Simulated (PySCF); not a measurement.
**Trend along the chalcogens: MC molecules**

r²SCAN with triple-zeta basis sets in PySCF, for the lowest determinant that a PBE0 search found; no spin–orbit coupling. De refers to high-spin ground-configuration atoms. A positive dipole means M(−)C(+).

```csv
M,basis,state (unpaired electrons),Re (Å),ωe (cm⁻¹),De (eV),μ (D)
O,def2-TZVPP,singlet (closed shell),1.127,2195,11.08,-0.18
S,x2c-TZVPPall,singlet (closed shell),1.536,1302,7.32,-1.95
Se,x2c-TZVPPall,singlet (closed shell),1.674,1057,6.14,-2.11
Te,def2-TZVPP,singlet (closed shell),1.893,880,4.76,-2.55
```

The shortest bond is that of CO (1.127 Å), the longest that of TeC (1.893 Å). CO is bound most strongly (11.08 eV) and TeC least (4.76 eV).

The rows differ in basis set, which adds steps of its own.

Relativity is treated differently too: O no relativity; S spin-free X2C; Se spin-free X2C; Te scalar-relativistic core potentials.

Down a group bonds as a rule get longer and wavenumbers fall, partly through the reduced mass; this series shows no clear exception.

These are scalar-relativistic numbers at best; spin–orbit coupling would shift them, the dissociation energy most.
